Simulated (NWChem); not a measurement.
System: C4H7Cl; SMILES C1(Cl)CCC1

The following NWChem deck was run.

```
start job
memory heap 200 mb stack 900 mb global 1100 mb
geometry units angstroms noautosym nocenter noautoz
  Cl     0.110314     1.821284     0.000000
  C      0.544709     0.060016     0.000000
  C     -0.068449    -0.843970    -1.086374
  C     -0.167258    -1.953514     0.000000
  C     -0.068449    -0.843970     1.086374
  H      1.635789     0.025017     0.000000
  H      0.531230    -1.031452    -1.981559
  H     -1.058471    -0.485554    -1.382622
  H      0.708683    -2.609515     0.000000
  H     -1.069740    -2.570620     0.000000
  H      0.531230    -1.031452     1.981559
  H     -1.058471    -0.485554     1.382622
end
basis spherical
  Cl library 6-31g*
  C library 6-31g*
  H library 6-31g*
end
dft
  xc m06-2x
  iterations 150
end
cosmo
  do_cosmo_smd true
  solvent acetntrl
end
task dft energy
```

NWChem printed, in part:

```
             Northwest Computational Chemistry Package (NWChem) 7.3.0
             --------------------------------------------------------

                             Geometry "geometry" -> ""
                             -------------------------

 Output coordinates in angstroms (scale by  1.889725989 to convert to a.u.)

  No.       Tag          Charge          X              Y              Z
 ---- ---------------- ---------- -------------- -------------- --------------
    1 Cl                  17.0000     0.11031400     1.82128400     0.00000000
    2 C                    6.0000     0.54470900     0.06001600     0.00000000
    3 C                    6.0000    -0.06844900    -0.84397000    -1.08637400
    4 C                    6.0000    -0.16725800    -1.95351400     0.00000000
    5 C                    6.0000    -0.06844900    -0.84397000     1.08637400
    6 H                    1.0000     1.63578900     0.02501700     0.00000000
    7 H                    1.0000     0.53123000    -1.03145200    -1.98155900
    8 H                    1.0000    -1.05847100    -0.48555400    -1.38262200
    9 H                    1.0000     0.70868300    -2.60951500     0.00000000
   10 H                    1.0000    -1.06974000    -2.57062000     0.00000000
   11 H                    1.0000     0.53123000    -1.03145200     1.98155900
   12 H                    1.0000    -1.05847100    -0.48555400     1.38262200

 Effective nuclear repulsion energy (a.u.)     219.6047672058

                                 NWChem DFT Module
                                 -----------------

 Summary of "ao basis" -> "ao basis" (spherical)
 ------------------------------------------------------------------------------
       Tag                 Description            Shells   Functions and Types
 ---------------- ------------------------------  ------  ---------------------
 Cl                          6-31g*                  8       18   4s3p1d
 C                           6-31g*                  6       14   3s2p1d
 H                           6-31g*                  2        2   2s

 in cosmo_initialize ...
 calling solv_data for solv:acetntrl

 solvent parameters
 solvname_short: acetntrl
 solvname_long:  acetonitrile
 dielec:       35.6880
 dielecinf:     1.8069
 nonaqueous SMD model solvent descriptors
 dielec:       35.6880
 sola:          0.0700
 solb:          0.3200
 solc:          0.0000
 solg:         41.2500
 solh:          0.0000
 soln:          1.3442

          ---------------
          -cosmo- solvent
          ---------------
 Cosmo: York-Karplus, doi: 10.1021/jp992097l
 dielectric constant -eps-     =  35.69
 screen = (eps-1)/(eps    )    =   0.97198
 surface charge correction     = lagrangian

   van der Waals surface
 --------------------------

[...]

                                COSMO-SMD solvation results
                                ---------------------------

             internal energy in gas <Psi(g)|H|Psi(g)> =      -616.694765176849
         internal energy in solvent <Psi(s)|H|Psi(s)> =      -616.693980517685
                               delta internal energy  =         0.000784659164 (    0.49 kcal/mol)
   total free energy in solvent <Psi(s)|H+V/2|Psi(s)> =      -616.699963399979
 polarization energy contribution <Psi(s)|V/2|Psi(s)> =        -0.005982882294 (   -3.75 kcal/mol)
    total free energy in solvent including G(SMD-CDS) =      -616.703490028060
                       G(SMD-CDS) energy contribution =        -0.003526628081 (   -2.21 kcal/mol)
     1 M fixed-concentration free energy of solvation =        -0.008724851211 (   -5.47 kcal/mol)

                       DFT Final Molecular Orbital Analysis
                       ------------------------------------

 Vector   22  Occ=2.000000D+00  E=-3.800576D-01
              MO Center= -1.5D-02, -9.5D-01, -6.2D-10, r^2= 3.0D+00
   Bfn.  Coefficient  Atom+Function         Bfn.  Coefficient  Atom+Function
  ----- ------------  ---------------      ----- ------------  ---------------
    51      0.357838   4 C  pz               37     -0.268446   3 C  pz
    65     -0.268446   5 C  pz                9      0.230053   1 Cl pz
    55      0.193518   4 C  pz               41     -0.149642   3 C  pz
    69     -0.149642   5 C  pz               36      0.146937   3 C  py
    64     -0.146937   5 C  py               77      0.128952   7 H  s

 Vector   23  Occ=2.000000D+00  E=-3.487302D-01
              MO Center=  1.5D-01,  9.7D-01, -1.3D-08, r^2= 2.9D+00
   Bfn.  Coefficient  Atom+Function         Bfn.  Coefficient  Atom+Function
  ----- ------------  ---------------      ----- ------------  ---------------
     9      0.591615   1 Cl pz               13      0.354915   1 Cl pz
    23     -0.245657   2 C  pz                5     -0.228092   1 Cl pz
    37      0.168027   3 C  pz               65      0.168027   5 C  pz
    38      0.121870   3 C  s                66     -0.121870   5 C  s
    36      0.121193   3 C  py               64     -0.121193   5 C  py

 Vector   24  Occ=2.000000D+00  E=-3.459902D-01
              MO Center=  1.5D-01,  7.1D-01,  1.2D-08, r^2= 3.5D+00
   Bfn.  Coefficient  Atom+Function         Bfn.  Coefficient  Atom+Function
  ----- ------------  ---------------      ----- ------------  ---------------
     7      0.517668   1 Cl px               11      0.312465   1 Cl px
     8      0.235010   1 Cl py               21     -0.212828   2 C  px
     3     -0.199448   1 Cl px               50     -0.179372   4 C  py
    36      0.162169   3 C  py               64      0.162169   5 C  py
    76     -0.144196   6 H  s                12      0.132959   1 Cl py

 Vector   25  Occ=0.000000D+00  E= 7.345124D-02
              MO Center=  4.8D-02,  6.9D-01,  2.6D-11, r^2= 3.8D+00
   Bfn.  Coefficient  Atom+Function         Bfn.  Coefficient  Atom+Function
  ----- ------------  ---------------      ----- ------------  ---------------
    24      0.912695   2 C  s                12      0.825194   1 Cl py
    26      0.755482   2 C  py               10     -0.638676   1 Cl s
    22      0.382062   2 C  py               80     -0.380033   8 H  s
    88     -0.380033  12 H  s                84     -0.373043  10 H  s
     8      0.358944   1 Cl py               38      0.282353   3 C  s

 Vector   26  Occ=0.000000D+00  E= 1.384419D-01
              MO Center=  9.4D-01, -9.9D-01, -1.7D-08, r^2= 4.9D+00
   Bfn.  Coefficient  Atom+Function         Bfn.  Coefficient  Atom+Function
  ----- ------------  ---------------      ----- ------------  ---------------
    76     -1.095046   6 H  s                24      1.001833   2 C  s
    82     -0.864430   9 H  s                78     -0.849207   7 H  s
    86     -0.849207  11 H  s                52      0.749195   4 C  s
    25      0.509875   2 C  px               41     -0.474719   3 C  pz
    69      0.474719   5 C  pz               38      0.470324   3 C  s

 Vector   27  Occ=0.000000D+00  E= 1.646406D-01
              MO Center= -3.3D-01, -1.1D+00,  3.0D-08, r^2= 5.0D+00
   Bfn.  Coefficient  Atom+Function         Bfn.  Coefficient  Atom+Function
  ----- ------------  ---------------      ----- ------------  ---------------
    52     -1.769331   4 C  s                24      1.629422   2 C  s
    84      0.932003  10 H  s                40     -0.782529   3 C  py
    68     -0.782529   5 C  py               80      0.550315   8 H  s
    88      0.550315  12 H  s                38     -0.536900   3 C  s
    66     -0.536900   5 C  s                82      0.459608   9 H  s

     Multipole analysis of the density
     ---------------------------------

     L   x y z        total         alpha         beta         nuclear
     -   - - -        -----         -----         ----         -------
     0   0 0 0     -0.000000    -24.000000    -24.000000     48.000000

     1   1 0 0      0.175703     -3.255930     -3.255930      6.687563
     1   0 1 0     -1.216826     -1.821683     -1.821683      2.426540
     1   0 0 1      0.000000      0.000000      0.000000     -0.000000

     2   2 0 0    -26.955440    -30.152289    -30.152289     33.349139
     2   1 1 0     -0.446178    -12.969743    -12.969743     25.493308
     2   1 0 1      0.000000      0.000000      0.000000      0.000000
     2   0 2 0    -30.750960   -200.846227   -200.846227    370.941495
     2   0 1 1     -0.000000     -0.000000     -0.000000      0.000000
     2   0 0 2    -27.945233    -60.108876    -60.108876     92.272520
```

Level: M06-2X/6-31G* (spherical d), SMD on the gas-phase geometry. Coordinates come from a B3LYP/6-31G* (spherical d) optimisation. Solvent: acetonitrile.
